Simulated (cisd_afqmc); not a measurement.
Input (AFQMC/CISD/def2-QZVPP; cisd_afqmc is a phaseless AFQMC code with CISD trial states that reads the integrals written by Ansatz): A basis named .json is the Basis Set Exchange file of that set.

Ansatz 0.2 input:
```python
import cisd_afqmc

open("ham.yaml", "w").write("""\
crystal:
  periodic: [false, false, false]
  atoms:
    - {symbol: In, position_ang: [0.00000000, 0.00000000, 0.00000000]}
basis:
  gaussian:
    orbitals: def2-QZVPP.json
magnetization: {spin_polarized: true, initial_magnetization: 1}
correlation: {method: ccsd, electrons: outside_noble_gas, hamiltonian_folder: ham}
scf: {lower_state_search: full}
""")
rep = cisd_afqmc.ansatz("ham.yaml")
e_ccsd = rep["correlation"]["coupled_cluster"]["energy"]["hartree"]
out = cisd_afqmc.run("ham", e_ccsd, trial="CISD", walkers=200, populations=8, threads=8, dt=0.005, steps=40, early=36, settle=10, least=48,
    target=0.0004, seconds=1500, seed=1, memory=12960, gpu=False)
```

Output:

```
orbitals 73, occupied [2, 1], factors 504 of 536, rank of the doubles 157 of 214
E(HF) = -189.210659
E(CCSD) on the cut factors = -189.253174, shift to the whole factors 0.000000
Energy of the trial state on the determinant = -189.253172
  tau behind 10.8 of longer steps, mean of the populations' last blocks
   2.0  -189.25408
   4.0  -189.25421
   6.0  -189.25423
   8.0  -189.25416
  10.0  -189.25348
blocks 385 (2 outliers left out), error by blocks joined: 1: 0.00001, 2: 0.00002, 4: 0.00002, 8: 0.00002, 16: 0.00003
E(AFQMC/CISD) = -189.25419 +/- 0.00003
```
